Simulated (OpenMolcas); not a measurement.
# Cu2+ in a point-charge field

Cu2+ among 5 point charges of -1 e arranged as a trigonal bipyramid (D3h), 1.97 Å from the ion, with the axial distance 2.147 Å.
```
   1.9700    0.0000    0.0000  -1.00
  -0.9850    1.7061    0.0000  -1.00
  -0.9850   -1.7061    0.0000  -1.00
   0.0000    0.0000    2.1473  -1.00
   0.0000    0.0000   -2.1473  -1.00
```

* Program: OpenMolcas 26.06
* Method: CASSCF
* Basis: ANO-RCC-VDZP [5s4p2d1f]
* Scalar Hamiltonian: DKH2, point nucleus
* Active space: 9 electrons in 5 orbitals (3d)
* State averaging: 2S+1 = 2 even, 5 roots
* Spin-orbit coupling: state interaction with AMFI integrals over the reference wave functions

The lowest spin-free states (labels of D3, the rotations of D3h), above the lowest:

```json
{"State": "2A1", "Degeneracy": "1", "E (cm-1)": "0.0", "Free-ion L (%)": "D (100)"}
{"State": "2E", "Degeneracy": "2", "E (cm-1)": "995.2", "Free-ion L (%)": "D (100)"}
{"State": "2E", "Degeneracy": "2", "E (cm-1)": "1424", "Free-ion L (%)": "D (100)"}
```

The lowest levels with spin-orbit coupling:

| E (cm-1) | Degeneracy | Label | 2S+1 | g |
| --- | --- | --- | --- | --- |
| 0.0 | 2 | E1/2 | 2 | 1.67 3.50 3.50 |
| 617.0 | 2 | E1/2 | 2 | 0.00 0.00 6.00 |
| 947.6 | 2 | E3/2 | 2 | 0.00 0.00 3.44 |
| 2779 | 2 | E1/2 | 2 | 0.33 1.50 1.50 |
| 2832 | 2 | E3/2 | 2 | 0.00 0.00 2.55 |

Powder χT (cm3 K/mol): 0.853 at 2 K, 0.861 at 10 K, 0.897 at 50 K, 0.942 at 100 K, 1.04 at 200 K, 1.14 at 300 K. The effective moment at 300 K is 2.828 √(χT) = 3.01 μB.

The lowest level has 2S+1 = 2, for which the spin-only value is χT = S(S+1) / 2 = 0.375 cm3 K/mol (g = 2). The computed 1.136 at 300 K differs by +0.761, through orbital momentum, spin-orbit coupling and any other state in reach.

The ground term spreads over less than 5000 cm-1, several times less than with real ligands, so orbital moments are less quenched and χT lies further from the spin-only value than at real sites. Point charges carry no covalency, so the field is a model and not that of real ligands. No measured value stands beside these numbers.

The RASSCF and RASSI steps took 3.8 s on 1 thread of Intel(R) Xeon(R) Platinum 8488C (Sapphire Rapids) (shared host); the integral step is not counted.
